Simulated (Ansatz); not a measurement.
WS₂. Charge 0, multiplicity 1. Geometry PBE-D4/def2-TZVP.

```
atom   x (Å)   y (Å)   z (Å)
  W1  -0.821  -0.025  -0.141
  S2   0.119   0.332   1.707
  S3   0.701  -0.308  -1.566
```

In the def2 sets W takes a core potential; there is no spin–orbit coupling. At HF/def2-TZVP, PBE0-D4/def2-TZVP the restricted singlet is unstable: a solution with broken spin symmetry lies lower. The restricted singlet is unstable towards broken spin symmetry at other levels; at r2SCAN-D4/def2-TZVPD, PBE0-D4/def2-TZVPD, ωB97M-V/def2-TZVP this wasn't settled. At PBE0-D4/def2-TZVP a triplet of charge 0 lies 0.51 eV below the restricted singlet, each at its own geometry. The structure comes from a short search, and lower isomers may exist.

Task: Estimate the orbital energies around the gap (eV) in Ansatz with HF/def2-TZVP, r2SCAN-D4/def2-TZVPD, PBE0-D4/def2-TZVP, PBE0-D4/def2-TZVPD, ωB97M-V/def2-TZVP.

Result: 
```
orbital  HF/def2-TZVP  r2SCAN-D4/def2-TZVPD  PBE0-D4/def2-TZVP  PBE0-D4/def2-TZVPD  ωB97M-V/def2-TZVP
 HOMO−9        -53.70                -43.74             -45.48              -45.50             -48.57
 HOMO−8        -24.73                -18.03             -19.46              -19.48             -22.09
 HOMO−7        -24.19                -17.63             -19.04              -19.06             -21.63
 HOMO−6        -12.90                 -9.11             -10.10              -10.12             -12.35
 HOMO−5        -12.65                 -8.95              -9.89               -9.91             -12.07
 HOMO−4        -11.79                 -8.66              -9.54               -9.56             -11.61
 HOMO−3        -10.91                 -7.99              -8.83               -8.85             -10.93
 HOMO−2        -10.74                 -7.85              -8.67               -8.69             -10.77
 HOMO−1         -9.55                 -6.77              -7.55               -7.57              -9.50
   HOMO         -9.08                 -5.22              -6.13               -6.14              -8.48
   LUMO         -0.97                 -4.40              -3.67               -3.70              -1.73
 LUMO+1          0.16                 -4.34              -3.59               -3.61              -1.50
 LUMO+2          0.85                 -3.23              -2.49               -2.51              -0.38
 LUMO+3          1.45                 -2.65              -2.06               -2.10              -0.24
 LUMO+4          1.91                 -1.70              -1.16               -1.26               0.60
 LUMO+5          3.37                 -0.10               0.53                0.13               2.14
```
